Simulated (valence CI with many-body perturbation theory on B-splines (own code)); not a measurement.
**Basis-set convergence for Tb LXI**

Computed by configuration interaction combined with many-body perturbation theory (CI+MBPT): three valence electrons over a frozen Dirac-Fock core [He], a basis of 9 s, 9 p, 8 d, 6 f, 3 g, 1 h functions for each j, with the one-electron correlation potential Σ1, the two-electron term Σ2, the three-electron term Σ3, Breit, model QED; selected CI, second order for the rest, scaled by the run's own slope (own B-spline code, finite nucleus).

The last digits are not significant, and no measured levels were compared; by estimate large intervals hold to a few tenths of a per cent, small ones and those within an open d or f shell to about a per cent.

The reference run has the lowest level (2s^2 2p1/2) J=1/2 and an ionisation energy of 13997.1 eV. Its largest variational space holds 8701 state functions.

Levels are named by their leading jj configuration (3d3/2^4 stands for four electrons in 3d with j = 3/2), which in mixed levels can hold well under half, so a name can repeat and another be missing. Letters in brackets count levels of one name in rising energy.

Changed runs:
A. basis 6 s, 6 p, 5 d, 3 f, 1 g
B. basis 5 s, 5 p, 4 d, 2 f

Excitation energies of the reference run in cm⁻¹, and shifts in cm⁻¹:

| Level | Reference | A | B |
| --- | --- | --- | --- |
| (2s 2p1/2^2) J=1/2 | 1760860 | -74 | -164 |
| (2s^2 2p3/2) J=3/2 | 6566960 | +27 | -39 |
| (2s 2p1/2 2p3/2) J=3/2 [a] | 7798430 | -136 | -546 |
| (2s 2p1/2 2p3/2) J=5/2 | 8099730 | +105 | +2.9 |
| (2s 2p1/2 2p3/2) J=1/2 | 8592320 | +65 | +82 |
| (2s 2p1/2 2p3/2) J=3/2 [b] | 8606380 | +144 | +300 |
| (2p1/2^2 2p3/2) J=3/2 | 10452100 | -31 | -45 |
| (2s 2p3/2^2) J=5/2 | 14510100 | +8.1 | -274 |
| (2s 2p3/2^2) J=1/2 | 15256900 | +29 | +113 |
| (2s 2p3/2^2) J=3/2 | 15263700 | +131 | +226 |
| (2p1/2 2p3/2^2) J=3/2 | 16687000 | -58 | -344 |
| (2p1/2 2p3/2^2) J=5/2 | 16863800 | +146 | +180 |
| Ionisation energy (eV) | 13997.1 | -0.0033 | -0.059 |
